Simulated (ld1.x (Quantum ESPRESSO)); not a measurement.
u(r) = r·R(r): atom against pseudo-atom (Ca)

Columns: radius, all-electron u(r) and pseudo u(r) of the 4s shell (level -3.77 eV) of calcium in the configuration [Ar] 3d0 4s2 4p0; PBE, scalar-relativistic, TM scheme, ld1.x (Quantum ESPRESSO) 7.5.

```tsv
r (bohr)	all-electron	pseudo
0.185	-0.1180	-0.0154
0.370	-0.0700	-0.0315
0.555	0.1138	-0.0492
0.740	0.2242	-0.0692
0.925	0.2351	-0.0924
1.110	0.1753	-0.1199
1.295	0.0785	-0.1525
1.480	-0.0305	-0.1909
1.665	-0.1368	-0.2353
1.850	-0.2328	-0.2849
2.035	-0.3151	-0.3376
2.220	-0.3831	-0.3902
2.405	-0.4372	-0.4385
2.590	-0.4790	-0.4790
2.775	-0.5099	-0.5099
2.960	-0.5315	-0.5315
3.145	-0.5446	-0.5446
3.330	-0.5503	-0.5503
3.515	-0.5496	-0.5496
3.700	-0.5433	-0.5433
3.885	-0.5325	-0.5325
4.070	-0.5179	-0.5179
4.255	-0.5004	-0.5004
4.440	-0.4805	-0.4805
4.625	-0.4591	-0.4591
4.810	-0.4365	-0.4365
```

Q: How many radial nodes do the two functions have?

A: The all-electron 4s function has n − l − 1 = 3 (the table is too coarse to show those close to the nucleus); the pseudo-wave has 0, since the states of the same l below it are removed with the core.

Q: At about which radius was the pseudo-wave matched?

A: 2.80 bohr. The columns agree to 0.0005 from 2.59 bohr on; several derivatives are matched, so the curves merge somewhat inside the radius.

Q: Is the pseudo-wave norm-conserving?

A: Yes: the TM scheme keeps the norm inside the radius equal to the all-electron one, which fixes the energy derivative of the logarithmic derivative at the level.
